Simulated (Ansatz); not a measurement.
Harmonic vibrations of CH3FOSeSi (`FC1O[SiH2][Se]1`) by finite differences.

```yaml
crystal:
  periodic: [false, false, false]
  atoms:
    - {symbol: F, position_ang: [-1.465709, 1.610288, 0.341037]}
    - {symbol: C, position_ang: [-0.226183, 1.076265, 0.382649]}
    - {symbol: O, position_ang: [0.093686, 0.511367, -0.835515]}
    - {symbol: Si, position_ang: [0.312615, -1.102738, -0.441936]}
    - {symbol: Se, position_ang: [-0.140631, -0.468496, 1.677302]}
    - {symbol: H, position_ang: [0.472681, 1.862904, 0.671714]}
    - {symbol: H, position_ang: [-0.650386, -1.998280, -1.125305]}
    - {symbol: H, position_ang: [1.696028, -1.548411, -0.725846]}
basis:
  gaussian: {orbitals: def2-TZVP}
hamiltonian: {xc: pbe0, dispersion: d4}
phonons: {temperatures: {t_min: 298.15, t_max: 900, t_step: 200}}
```

```sh
$ ansatz run in.yaml --threads 4 --pin off --events-out ev --progress --plain --max-ram 10444MiB
```

It prints (some lines left out):

```
Functional definition: PBE0
mean field -79063.78877106 eV, -2905.5406459755 hartree, gradient 3.2e-5 eV, S^2 0.000000; 0 other end points of the search recorded, 0 dependent functions left out
mean field -79063.78865150 eV, -2905.5406415820 hartree, gradient 2.6e-6 eV, S^2 0.000000; 0 other end points of the search recorded, 0 dependent functions left out
mean field -79063.78869298 eV, -2905.5406431064 hartree, gradient 2.6e-6 eV, S^2 0.000000; 0 other end points of the search recorded, 0 dependent functions left out
mean field -79063.78876506 eV, -2905.5406457553 hartree, gradient 2.6e-6 eV, S^2 0.000000; 0 other end points of the search recorded, 0 dependent functions left out
mean field -79063.78871606 eV, -2905.5406439543 hartree, gradient 2.6e-6 eV, S^2 0.000000; 0 other end points of the search recorded, 0 dependent functions left out
mean field -79063.78875159 eV, -2905.5406452600 hartree, gradient 2.6e-6 eV, S^2 0.000000; 0 other end points of the search recorded, 0 dependent functions left out
mean field -79063.78875367 eV, -2905.5406453366 hartree, gradient 2.6e-6 eV, S^2 0.000000; 0 other end points of the search recorded, 0 dependent functions left out
mean field -79063.78862825 eV, -2905.5406407273 hartree, gradient 2.6e-6 eV, S^2 0.000000; 0 other end points of the search recorded, 0 dependent functions left out
mean field -79063.78861045 eV, -2905.5406400732 hartree, gradient 2.6e-6 eV, S^2 0.000000; 0 other end points of the search recorded, 0 dependent functions left out
mean field -79063.78862197 eV, -2905.5406404968 hartree, gradient 2.6e-6 eV, S^2 0.000000; 0 other end points of the search recorded, 0 dependent functions left out
mean field -79063.78862101 eV, -2905.5406404613 hartree, gradient 2.6e-6 eV, S^2 0.000000; 0 other end points of the search recorded, 0 dependent functions left out
mean field -79063.78866930 eV, -2905.5406422360 hartree, gradient 2.6e-6 eV, S^2 0.000000; 0 other end points of the search recorded, 0 dependent functions left out
mean field -79063.78865308 eV, -2905.5406416399 hartree, gradient 2.6e-6 eV, S^2 0.000000; 0 other end points of the search recorded, 0 dependent functions left out
mean field -79063.78874595 eV, -2905.5406450530 hartree, gradient 2.6e-6 eV, S^2 0.000000; 0 other end points of the search recorded, 0 dependent functions left out
mean field -79063.78873773 eV, -2905.5406447509 hartree, gradient 2.6e-6 eV, S^2 0.000000; 0 other end points of the search recorded, 0 dependent functions left out
mean field -79063.78867716 eV, -2905.5406425247 hartree, gradient 2.6e-6 eV, S^2 0.000000; 0 other end points of the search recorded, 0 dependent functions left out
mean field -79063.78865005 eV, -2905.5406415288 hartree, gradient 2.6e-6 eV, S^2 0.000000; 0 other end points of the search recorded, 0 dependent functions left out
mean field -79063.78866225 eV, -2905.5406419770 hartree, gradient 2.6e-6 eV, S^2 0.000000; 0 other end points of the search recorded, 0 dependent functions left out
mean field -79063.78868073 eV, -2905.5406426562 hartree, gradient 2.6e-6 eV, S^2 0.000000; 0 other end points of the search recorded, 0 dependent functions left out
mean field -79063.78868568 eV, -2905.5406428380 hartree, gradient 2.6e-6 eV, S^2 0.000000; 0 other end points of the search recorded, 0 dependent functions left out
mean field -79063.78866571 eV, -2905.5406421041 hartree, gradient 2.6e-6 eV, S^2 0.000000; 0 other end points of the search recorded, 0 dependent functions left out
mean field -79063.78862435 eV, -2905.5406405840 hartree, gradient 2.6e-6 eV, S^2 0.000000; 0 other end points of the search recorded, 0 dependent functions left out
mean field -79063.78867855 eV, -2905.5406425760 hartree, gradient 2.6e-6 eV, S^2 0.000000; 0 other end points of the search recorded, 0 dependent functions left out
mean field -79063.78868556 eV, -2905.5406428335 hartree, gradient 2.6e-6 eV, S^2 0.000000; 0 other end points of the search recorded, 0 dependent functions left out
mean field -79063.78871158 eV, -2905.5406437896 hartree, gradient 2.6e-6 eV, S^2 0.000000; 0 other end points of the search recorded, 0 dependent functions left out
mean field -79063.78876197 eV, -2905.5406456414 hartree, gradient 2.6e-6 eV, S^2 0.000000; 0 other end points of the search recorded, 0 dependent functions left out
mean field -79063.78875923 eV, -2905.5406455408 hartree, gradient 2.6e-6 eV, S^2 0.000000; 0 other end points of the search recorded, 0 dependent functions left out
mean field -79063.78873868 eV, -2905.5406447856 hartree, gradient 2.6e-6 eV, S^2 0.000000; 0 other end points of the search recorded, 0 dependent functions left out
mean field -79063.78874329 eV, -2905.5406449550 hartree, gradient 2.6e-6 eV, S^2 0.000000; 0 other end points of the search recorded, 0 dependent functions left out
mean field -79063.78873846 eV, -2905.5406447774 hartree, gradient 2.6e-6 eV, S^2 0.000000; 0 other end points of the search recorded, 0 dependent functions left out
mean field -79063.78867624 eV, -2905.5406424911 hartree, gradient 2.6e-6 eV, S^2 0.000000; 0 other end points of the search recorded, 0 dependent functions left out
mean field -79063.78870905 eV, -2905.5406436968 hartree, gradient 2.6e-6 eV, S^2 0.000000; 0 other end points of the search recorded, 0 dependent functions left out
mean field -79063.78872284 eV, -2905.5406442035 hartree, gradient 2.6e-6 eV, S^2 0.000000; 0 other end points of the search recorded, 0 dependent functions left out
mean field -79063.78871576 eV, -2905.5406439435 hartree, gradient 2.6e-6 eV, S^2 0.000000; 0 other end points of the search recorded, 0 dependent functions left out
mean field -79063.78870367 eV, -2905.5406434990 hartree, gradient 2.6e-6 eV, S^2 0.000000; 0 other end points of the search recorded, 0 dependent functions left out
mean field -79063.78874634 eV, -2905.5406450672 hartree, gradient 2.6e-6 eV, S^2 0.000000; 0 other end points of the search recorded, 0 dependent functions left out
mean field -79063.78875042 eV, -2905.5406452171 hartree, gradient 2.6e-6 eV, S^2 0.000000; 0 other end points of the search recorded, 0 dependent functions left out
mean field -79063.78874240 eV, -2905.5406449223 hartree, gradient 2.6e-6 eV, S^2 0.000000; 0 other end points of the search recorded, 0 dependent functions left out
mean field -79063.78874284 eV, -2905.5406449387 hartree, gradient 2.6e-6 eV, S^2 0.000000; 0 other end points of the search recorded, 0 dependent functions left out
mean field -79063.78874012 eV, -2905.5406448387 hartree, gradient 2.6e-6 eV, S^2 0.000000; 0 other end points of the search recorded, 0 dependent functions left out
mean field -79063.78875291 eV, -2905.5406453087 hartree, gradient 2.6e-6 eV, S^2 0.000000; 0 other end points of the search recorded, 0 dependent functions left out
mean field -79063.78874748 eV, -2905.5406451091 hartree, gradient 2.6e-6 eV, S^2 0.000000; 0 other end points of the search recorded, 0 dependent functions left out
mean field -79063.78876274 eV, -2905.5406456698 hartree, gradient 2.6e-6 eV, S^2 0.000000; 0 other end points of the search recorded, 0 dependent functions left out
mean field -79063.78872380 eV, -2905.5406442389 hartree, gradient 2.6e-6 eV, S^2 0.000000; 0 other end points of the search recorded, 0 dependent functions left out
mean field -79063.78871688 eV, -2905.5406439846 hartree, gradient 2.6e-6 eV, S^2 0.000000; 0 other end points of the search recorded, 0 dependent functions left out
mean field -79063.78875087 eV, -2905.5406452337 hartree, gradient 2.6e-6 eV, S^2 0.000000; 0 other end points of the search recorded, 0 dependent functions left out
mean field -79063.78876851 eV, -2905.5406458817 hartree, gradient 2.6e-6 eV, S^2 0.000000; 0 other end points of the search recorded, 0 dependent functions left out
mean field -79063.78875734 eV, -2905.5406454715 hartree, gradient 2.6e-6 eV, S^2 0.000000; 0 other end points of the search recorded, 0 dependent functions left out
mean field -79063.78876994 eV, -2905.5406459346 hartree, gradient 2.6e-6 eV, S^2 0.000000; 0 other end points of the search recorded, 0 dependent functions left out
Total energy: -79063.96744262 eV, -2905.5472120344 hartree
Atom 0 at    -1.465709     1.610288     0.341037 Å, force    -0.003814     0.002233    -0.000455 eV/Å
Atom 1 at    -0.226183     1.076265     0.382649 Å, force     0.004160    -0.001344     0.001920 eV/Å
Atom 2 at     0.093686     0.511367    -0.835515 Å, force     0.000905     0.001419     0.001032 eV/Å
Atom 3 at     0.312615    -1.102738    -0.441936 Å, force     0.001335    -0.002990    -0.003537 eV/Å
Atom 4 at    -0.140631    -0.468496     1.677302 Å, force     0.000413     0.001773     0.002298 eV/Å
Atom 5 at     0.472681     1.862904     0.671714 Å, force    -0.002350    -0.000421    -0.000976 eV/Å
Atom 6 at    -0.650386    -1.998280    -1.125305 Å, force     0.000785     0.000528    -0.000108 eV/Å
Atom 7 at     1.696028    -1.548411    -0.725846 Å, force    -0.001433    -0.001199    -0.000173 eV/Å
Dipole moment:     0.280252    -0.194420    -0.044002 e Å
Vibrations: 106.76 273.08 370.22 419.85 530.00 549.57 647.38 680.61 802.74 848.27 992.15 1088.01 1133.07 1254.42 1369.57 2242.21 2251.62 3111.05 cm⁻¹, zero-point energy 1.157428 eV
```

Hardware: 4 threads of a server CPU on a shared host. Wall time 110 s, peak host memory 0.63 GiB.
